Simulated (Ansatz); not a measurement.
Two isomers of C2H6OSi: A = `CC(=O)[SiH3]`, B = `OC1C[SiH2]1`.

Gas-phase electronic energies from Ansatz, PBE0-D4/def2-TZVP geometries. CBS: MP2 limit from def2 TZ/QZ plus the TZ coupled-cluster correction, frozen cores. DFT in def2-TZVPP. B3LYP here is the variant with VWN-RPA as its local correlation; programs differ in this. One conformer a species, not always the lowest.

(1) Which is lower in electronic energy at CCSD(T)/CBS, and by how much? (Best estimate.)

(2) Give E(B) − E(A) in kcal/mol with PBE0-D4, MP2/def2-TZVPP, B3LYP-D4, r2SCAN-D4, CCSD(T)/def2-SVP, CCSD/def2-TZVPP, BLYP-D4. (Best estimate.)

(3) Does the order hold for the free energy at 298.15 K (harmonic terms from PBE0-D4)? (Best estimate.)

Largest T1 diagnostic: 0.015.

Results:

(1) Ansatz gave: A, by 21.7 kcal/mol.

(2) Computed: PBE0-D4 19.4, MP2/def2-TZVPP 20.7, B3LYP-D4 25.1, r2SCAN-D4 21.5, CCSD(T)/def2-SVP 27.7, CCSD/def2-TZVPP 22.9, BLYP-D4 27.1. None reverses the order clearly.

(3) Ansatz gave: Yes: G(B) − G(A) = +25.8 kcal/mol, for one conformer each. Modes under 60 cm⁻¹, often nearly free rotors, make the harmonic entropy too high.

From PBE to PBE0 (25 % exact exchange), in def2-TZVPP and without D4, E(B) − E(A) moves by −1.6 kcal/mol. Leaving LDA and LC-ωPBE aside and taking each functional with its dispersion term where it has one, the values, not all of them listed here, spread over 7.7 kcal/mol, from PBE-QIDH to BLYP-D4. LDA lies −6.6 kcal/mol from PBE without D4.
